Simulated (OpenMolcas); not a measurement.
OpenMolcas run: Au5+

Au5+ among 3 point charges of -1.62 e arranged as a planar triangle (D3h), 1.94 Å from the ion.

Input:

```
&GATEWAY
Coord
1

Au 0.0 0.0 0.0
Basis=ANO-RCC-VDZP
Group=NoSym
NoMove
AngMom=0.0 0.0 0.0
AMFI
XField
3 Angstrom 0
1.940000 0.000000 0.000000 -1.620000
-0.970000 1.680089 0.000000 -1.620000
-0.970000 -1.680089 0.000000 -1.620000
&SEWARD
&RASSCF
FileOrb=start.orb
Symmetry=1
Spin=5
nActEl=6 0 0
Inactive=34
Ras2=5
CIRoot=5 5 1
SDav=5
CIMx=300
Iter=120 100
PrWF=0.3
OrbListing=Nothing
MaxOrb=0
>>> COPY $Project.JobIph JOB001
&RASSCF
FileOrb=start.orb
Symmetry=1
Spin=3
nActEl=6 0 0
Inactive=34
Ras2=5
CIRoot=45 45 1
SDav=45
CIMx=300
Iter=120 100
PrWF=0.3
OrbListing=Nothing
MaxOrb=0
>>> COPY $Project.JobIph JOB002
&RASSCF
FileOrb=start.orb
Symmetry=1
Spin=1
nActEl=6 0 0
Inactive=34
Ras2=5
CIRoot=50 50 1
SDav=50
CIMx=300
Iter=120 100
PrWF=0.3
OrbListing=Nothing
MaxOrb=0
>>> COPY $Project.JobIph JOB003
&RASSI
NrOfJobIphs=3 5 45 50
1 2 3 4 5
1 2 3 4 5 6 7 8 9 10 11 12 13 14 15 16 17 18 19 20 21 22 23 24 25 26 27
28 29 30 31 32 33 34 35 36 37 38 39 40 41 42 43 44 45
1 2 3 4 5 6 7 8 9 10 11 12 13 14 15 16 17 18 19 20 21 22 23 24 25 26 27
28 29 30 31 32 33 34 35 36 37 38 39 40 41 42 43 44 45 46 47 48 49 50
IphNames
JOB001
JOB002
JOB003
EJob
SpinOrbit
DIPRint=1.0
SOCoupling=1000.0
Subsets=2
Property=9
'ANGMOM' 1 'ANGMOM' 2 'ANGMOM' 3 'MLTPL  1' 1 'MLTPL  1' 2 'MLTPL  1' 3
'AMFI' 1 'AMFI' 2 'AMFI' 3
SOProperty=3
'ANGMOM' 1 'ANGMOM' 2 'ANGMOM' 3
```

Launched by
```bash
OMP_NUM_THREADS=1 MOLCAS_MEM=1689 MOLCAS_PROJECT=a pymolcas a.inp > a.log  # once for each step of the input, in one work folder
```

A driver script runs the steps one by one and writes start.orb anew before each from the orbitals found so far.

Output, cut to the results:

```
--- SEWARD ---
Basis set label: AU.ANO-RCC...7S6P4D2F.

      Electronic valence basis set:
      ------------------
      Associated Effective Charge  79.000000 au
      Associated Actual Charge     79.000000 au
      Nuclear Model: Point charge

      Shell  nPrim  nBasis  Cartesian Spherical Contaminant
         s      24       7        X
         p      21       6        X
         d      15       4                 X
         f      11       2                 X
                  Relativistic Douglas-Kroll-Hess integrals:
                    - DKH order of Hamiltonian: 2
                    - DKH order of Properties : 0
                  Atomic mean-field integrals
--- RASSCF ---
Wave function specifications:
      -----------------------------

      Number of closed shell electrons          68
      Number of electrons in active shells       6
      Max number of holes in RAS1 space          0
      Max nr of electrons in RAS3 space          0
      Number of inactive orbitals               34
      Number of active orbitals                  5
      Number of secondary orbitals              20
      Spin quantum number                      2.0
      State symmetry                             1
Orbital specifications:
      -----------------------

      Symmetry species                           1
                                                 a
      Frozen orbitals                            0
      Inactive orbitals                         34
      Active orbitals                            5
      RAS1 orbitals                              0
      RAS2 orbitals                              5
      RAS3 orbitals                              0
      Secondary orbitals                        20
      Deleted orbitals                           0
      Number of basis functions                 59
      Number of CSFs                             5
      Number of root(s) required                 5
      Iter CI   SX   CI       RASSCF       Energy    max ROT     max BLB   max BLB  Level Ln srch  Step   QN
          iter iter root      energy       change     param      element    value   shift minimum  type update
 Nr of preliminary CI iterations:   1
      Total energies have been shifted. Add               -18000.00 au
        1   1    8    0  -993.54576965    0.00E+00   2.06E-01*  35  48 1  6.42E-01*  0.00   0.00    SX    NO
        2   1    7    0  -994.27523852   -7.29E-01* -3.08E-02   27  56 1 -1.36E-01*  0.00   0.00    SX    NO
        3   1    7    0  -994.29734614   -2.21E-02*  6.10E-03   21  50 1 -1.96E-02*  0.00   0.00    SX    NO
        4   1    7    0  -994.29791293   -5.67E-04*  2.05E-03   34  47 1  7.30E-03*  0.00   0.00    SX    NO
        5   1    6    0  -994.29797248   -5.95E-05*  5.47E-04   27  56 1  2.41E-03*  0.00   0.74    QN   YES
        6   1    5    0  -994.29798133   -8.85E-06*  6.87E-05   34  44 1 -8.86E-05   0.00   1.01    QN   YES
        7   1    4    0  -994.29798134   -1.35E-08*  1.49E-05   34  44 1 -1.64E-05   0.00   1.19    QN   YES
        8   1    2    0  -994.29798134   -3.75E-10  -1.26E-07   32  45 1 -4.72E-07   0.00   1.01    QN   YES
      Convergence after  8 iterations
        9   1    2    0  -994.29798134    3.64E-12  -1.26E-07   31  40 1  5.83E-08   0.00   1.01    QN   YES
      Natural orbitals and occupation numbers for root  1
      sym 1:   1.000000   1.000000   2.000000   1.000000   1.000000
      Natural orbitals and occupation numbers for root  2
      sym 1:   1.000000   1.000000   1.000000   2.000000   1.000000
      Natural orbitals and occupation numbers for root  3
      sym 1:   1.000000   2.000000   1.000000   1.000000   1.000000
::    RASSCF root number  1 Total energy: -18994.32269860
::    RASSCF root number  2 Total energy: -18994.31408774
::    RASSCF root number  3 Total energy: -18994.31408774
::    RASSCF root number  4 Total energy: -18994.26951631
::    RASSCF root number  5 Total energy: -18994.26951631
--- RASSCF ---
Wave function specifications:
      -----------------------------

      Number of closed shell electrons          68
      Number of electrons in active shells       6
      Max number of holes in RAS1 space          0
      Max nr of electrons in RAS3 space          0
      Number of inactive orbitals               34
      Number of active orbitals                  5
      Number of secondary orbitals              20
      Spin quantum number                      1.0
      State symmetry                             1
...
--- RASSI ---
SPIN-FREE ENERGIES:
  (Shifted by EMIN (a.u.) =     -18994.3226986021)

 SF State       Relative EMIN(au)   Rel lowest level(eV)    D:o, cm**(-1)      L_eff

     1             0.0000000000        0.0000000000              0.0000         2.0
     2             0.0086108593        0.2343134192           1889.8652         2.0
     3             0.0086108608        0.2343134600           1889.8655         2.0
     4             0.0531822888        1.4471638011          11672.1632         2.0
     5             0.0531822947        1.4471639621          11672.1645         2.0
     6             0.0953732858        2.5952393172          20932.0167         4.1
     7             0.0953732907        2.5952394495          20932.0178         4.1
     8             0.0959480227        2.6108787043          21058.1569         4.6
     9             0.0959836029        2.6118468923          21065.9659         4.6
    10             0.1017096697        2.7676611084          22322.6923         4.8
    11             0.1017096697        2.7676611084          22322.6923         4.8
    12             0.1019847676        2.7751469013          22383.0693         5.0
    13             0.1019847676        2.7751469013          22383.0693         5.0
    14             0.1059423655        2.8828386277          23251.6616         3.6
    15             0.1059423655        2.8828386277          23251.6616         3.6
    16             0.1124011230        3.0585903715          24669.1950         4.0
    17             0.1126117812        3.0643226732          24715.4292         4.0
    18             0.1126117817        3.0643226873          24715.4293         4.0
    19             0.1149907522        3.1290577724          25237.5529         3.7
    20             0.1149907522        3.1290577724          25237.5529         3.7
    21             0.1223753588        3.3300031550          26858.2868         2.0
...
```

Spin-orbit levels above the lowest (labels of D3, the rotations of D3h):

| E (cm-1) | Degeneracy | Label | 2S+1 | g |
| --- | --- | --- | --- | --- |
| 0.0 | 1 | A1 | 5 (75 %) |  |
| 384.2 | 2 | E | 5 (76 %) | 0.00 0.00 3.06 |
| 1589 | 2 | E | 5 (77 %) | 0.00 0.00 6.13 |
| 4002 | 1 | A1 | 5 (79 %) |  |
| 4002 | 1 | A2 | 5 (79 %) |  |
| 8662 | 2 | E | 5 (64 %) | 0.00 0.00 6.82 |
| 10058 | 2 | E | 5 (72 %) | 0.00 0.00 11.31 |
| 10739 | 2 | E | 5 (75 %) | 0.00 0.00 4.30 |
| 11365 | 1 | A1 | 5 (62 %) |  |
| 11858 | 1 | A2 | 5 (89 %) |  |
| 12957 | 2 | E | 5 (75 %) | 0.00 0.00 3.27 |
| 17093 | 1 | A1 | 5 (78 %) |  |
| 17095 | 1 | A2 | 5 (78 %) |  |
| 17472 | 2 | E | 5 (69 %) | 0.00 0.00 4.51 |
| 19730 | 2 | E | 5 (57 %) | 0.00 0.00 1.57 |
| 20058 | 1 | A1 | 3 (52 %) |  |
| 21233 | 2 | E | 3 (58 %) | 0.00 0.00 1.14 |
| 21511 | 2 | E | 3 (70 %) | 0.00 0.00 3.44 |
| 22408 | 1 | A1 | 5 (47 %) |  |
| 23991 | 1 | A2 | 3 (76 %) |  |

Spin-orbit coupling mixes the spin-free states strongly: the lowest level takes only 49 % from its leading state, 5A1. Without dynamic correlation the repulsion within the d shell is too large (B by tens of per cent), so at a given field states of lower spin stand too high. Point charges give a weaker field than real ligands, and real ions of this kind are as a rule low spin; the high spin found here belongs to the model. This is an electrostatic model: the charges have no orbitals. No measured value stands beside these numbers.

The RASSCF and RASSI steps took 26 s on 1 thread of Arm Neoverse V1 (shared host); the integral step is not counted.

With an even number of electrons the g values are those of a degenerate or nearly degenerate non-Kramers pair.
